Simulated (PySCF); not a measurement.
A structure optimised at B3LYP-D3(BJ)/def2-SVP, used in a PySCF frequency run:

```
C
C 1 1.3445
H 2 1.0966 1 122.02
H 2 1.0974 3 115.62 1 180.00
H 1 1.0985 2 117.62 3 180.00
Al 1 1.9233 5 120.92 2 180.00
F 6 1.6626 1 121.74 5 0.00
Br 6 2.2541 7 117.49 1 180.00
```
Charge 0, spin multiplicity 1.

**Question.** Write its SMILES, formula and point group.

**Answer.** C=[CH][Al]([F])[Br], C2H3AlBrF, Cs

**Question.** What are its rotational constants (standard atomic weights)?

**Answer.** 2.9620, 1.6138, 1.0446 GHz
